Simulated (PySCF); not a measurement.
Start geometry of 1-bromo-2-isopropylbenzene (`CC(C)c1ccccc1Br`) from GFN2-xTB (Å):
```
atom  x, y, z in Å
C1    -2.0750    0.5682   -0.7573
C2    -1.2986   -0.4937    0.0291
C3    -1.7949   -0.5632    1.4727
C4     0.1773   -0.2015   -0.0755
C5     0.8037    0.6789    0.8010
C6     2.1485    0.9823    0.6942
C7     2.9129    0.4095   -0.3071
C8     2.3183   -0.4622   -1.2000
C9     0.9700   -0.7525   -1.0783
Br10   0.2268   -1.9486   -2.3760
H11   -1.7693    0.5736   -1.8013
H12   -1.8933    1.5565   -0.3392
H13   -3.1416    0.3611   -0.7127
H14   -1.4916   -1.4677   -0.4319
H15   -1.1570   -1.2129    2.0681
H16   -1.8198    0.4212    1.9338
H17   -2.8056   -0.9646    1.4902
H18    0.2234    1.1381    1.5856
H19    2.5986    1.6693    1.3948
H20    3.9633    0.6401   -0.3985
H21    2.8951   -0.9150   -1.9921
```

**Question.** What comes out of this run: PySCF, PBE0-D3(BJ)/def2-SVP geometry optimisation, gas phase?

**Answer.** 
```
atom  x, y, z in Å
C1    -1.7179    1.1146    0.1125
C2    -0.9202    0.1335    0.9749
C3    -1.4283    0.1194    2.4123
C4     0.5610    0.4249    0.8575
C5     1.2109    1.2705    1.7669
C6     2.5626    1.5832    1.6558
C7     3.3152    1.0467    0.6144
C8     2.7032    0.2055   -0.3097
C9     1.3466   -0.0912   -0.1849
Br10   0.5894   -1.2316   -1.4996
H11   -1.3953    1.0742   -0.9383
H12   -1.5801    2.1472    0.4713
H13   -2.7934    0.8803    0.1485
H14   -1.0757   -0.8746    0.5570
H15   -0.8216   -0.5396    3.0514
H16   -1.4276    1.1254    2.8614
H17   -2.4673   -0.2422    2.4393
H18    0.6351    1.6949    2.5917
H19    3.0287    2.2462    2.3882
H20    4.3781    1.2785    0.5165
H21    3.2736   -0.2259   -1.1339
```

The energy falls by 1.4 kcal/mol over 6 energy and gradient evaluations, the largest force component goes from 0.0109 to 3.6e-04 Eh/bohr, and the atoms move by 0.086 Å rms after alignment. The bond that changes most is C9–Br10 (aromatic C–Br carbon to aryl bromine), which shortens by 0.017 Å. Bonds longer at the end by more than 0.005 Å: 18 of 21; shorter: 1. Rotational constants go from 1112, 849.8, 528.8 to 1104, 855.6, 525.5 MHz. The orientation of the end geometry is arbitrary; only internal coordinates are fixed.

The run used 213 basis functions and 44 SCF cycles in all. On an Intel Xeon Platinum 8488C with one thread (shared host), this took 2.9 min wall and 1.1 GiB of memory at its peak.

Whether it is a minimum is left open (no frequencies). The numbers are those of one conformer.
